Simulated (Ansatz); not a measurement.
Geometry optimisation, Ansatz 0.2.0, RKS PBE-D4/def2-SVP.

input.yaml

```yaml
crystal:
  periodic: [false, false, false]
  atoms:
    - { symbol: Ta, position_ang: [0.0, 0.0, 0.0] }
    - { symbol: F, position_ang: [1.93, 0.0, 0.0] }
    - { symbol: F, position_ang: [0.0, 0.0, 1.93] }
    - { symbol: F, position_ang: [0.0, 0.0, -1.93] }
    - { symbol: Cl, position_ang: [-1.235, 2.139, 0.0] }
    - { symbol: F, position_ang: [-0.965, -1.6714, 0.0] }
basis:
  gaussian: { orbitals: def2-SVP }
hamiltonian:
  xc: pbe
  dispersion: d4
relax:
  f_tol: 0.02
  max_steps: 40
output:
  orbitals: {}
```

Launched with:

```bash
$ ansatz run input.yaml --threads 2 --pin off --max-ram 3072MiB --backend cpu --events-out ev --progress --plain --runs-dir out
```

**Question.** Where does it end, and by what steps?

**Answer.** It converged. The force dipped under the threshold on the way, but the program's further checks kept it going. After 9 steps the energy has fallen by 0.393 eV; F2 moved furthest, 0.21 Å.

| step | energy less start (eV) | largest force component (eV/Å) | accepted |
| --- | --- | --- | --- |
| 0 | 0.0000 | 1.906 | yes |
| 1 | -0.3135 | 1.368 | yes |
| 2 | -0.3797 | 0.090 | yes |
| 3 | -0.3839 | 0.089 | yes |
| 4 | -0.3907 | 0.043 | yes |
| 5 | -0.3905 | 0.244 | no |
| 6 | -0.3919 | 0.010 | yes |
| 7 | -0.3926 | 0.021 | yes |
| 8 | -0.3924 | 0.090 | no |
| 9 | -0.3927 | 0.002 | yes |

```xyz
6
Properties=species:S:1:pos:R:3
Ta -0.027 0.047 0.000
F 1.841 0.190 0.000
F 0.086 -0.149 1.882
F 0.086 -0.149 -1.882
Cl -1.171 2.028 0.000
F -1.085 -1.499 0.000
```

Run time: 19 s on 2 threads of AMD EPYC 7B13 (Zen 3), with other jobs on the host, peak memory 0.15 GiB.
